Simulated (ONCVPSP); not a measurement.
## What one change does to a pseudopotential (Ni (Z = 28), ONCV)

```
Element                 : nickel
Generator               : ONCVPSP 4.0.1
Type                    : optimised norm-conserving Vanderbilt (ONCV)
Functional              : PBE
Relativity              : scalar-relativistic
Frozen core             : [Ne]
Valence charge          : 18
Reference configuration : 3s2 3p6 3d8 4s2
Partial waves           : 3s+4s: rc 1.20 bohr, ncon 3, nbas 7, qcut 11.7 1/bohr, 2 projectors; 3p: rc 1.10 bohr, ncon 3, nbas 7, qcut 12.8 1/bohr, 1 projector; 3d: rc 1.70 bohr, ncon 3, nbas 7, qcut 8 1/bohr, 1 projector
Local potential         : polynomial inside 1.05 bohr (lpopt 5, dvloc0 0 Ha)
Core correction         : Teter function, parameters optimised by the program
```

All-electron outer shells of the reference configuration (PBE, scalar-relativistic, ld1.x):

```json
{"shell": "2p", "level (eV)": "-844.68", "outermost node (bohr)": "–", "outermost maximum (bohr)": "0.16"}
{"shell": "3s", "level (eV)": "-111.06", "outermost node (bohr)": "0.30", "outermost maximum (bohr)": "0.64"}
{"shell": "3p", "level (eV)": "-71.39", "outermost node (bohr)": "0.27", "outermost maximum (bohr)": "0.65"}
{"shell": "3d", "level (eV)": "-8.87", "outermost node (bohr)": "–", "outermost maximum (bohr)": "0.63"}
{"shell": "4s", "level (eV)": "-5.64", "outermost node (bohr)": "0.92", "outermost maximum (bohr)": "2.24"}
```

Change: p: qcut 19.3.

Cutoffs: the cutoffs (Ha) at which the residual kinetic energy of the hardest occupied pseudo-wave falls to 1 and 0.1 mHa per electron; they do not see the model core or the augmentation charge, which bear on the density cutoff. Errors are all-electron minus pseudo energies relative to the spin-unpolarised reference configuration.

Predict the effect on cutoff, ghosts and configuration errors.

The potential gets harder (43 Ha and 52 Ha → 77 Ha and 97 Ha); the errors of the 4 common tests hardly move; neither file shows a bound ghost. The waves are optimised to have the least kinetic energy above qcut, so the cutoff follows it (qcut²/2 in Ha).

```csv
quantity,base,changed
"cutoff, loose",43 Ha,77 Ha
"cutoff, tight",52 Ha,97 Ha
loose cutoff by channel,"s 43 Ha, p 42 Ha, d 28 Ha","s 43 Ha, p 77 Ha, d 28 Ha"
bound ghosts,none,none
GHOST(+) flags under 300 eV,none,none
"error for 3s2 3p6 3d8 4s1, meV [ΔE 9.32 eV]",+1.4,+1.4
"error for 3s2 3p6 3d8 4s0, meV [ΔE 26.67 eV]",+0.6,+0.6
"error for 3s2 3p6 3d7 4s0, meV [ΔE 64.14 eV]",-32,-32
"error for 3s1 3p6 3d8 4s2, meV [ΔE 119.40 eV]",-977,-990
s: phases at 1.22 bohr within 0.05 rad from the reference energy up to (Ha; the scan ends near 5),to the end of the scan,to the end of the scan
p: phases at 1.12 bohr within 0.05 rad from the reference energy up to (Ha; the scan ends near 5),3.9,4.7
d: phases at 1.73 bohr within 0.05 rad from the reference energy up to (Ha; the scan ends near 5),0.5,0.5
"rms error of d²Exc/dni dnj with the model core, mHa",2.08,2.13
```
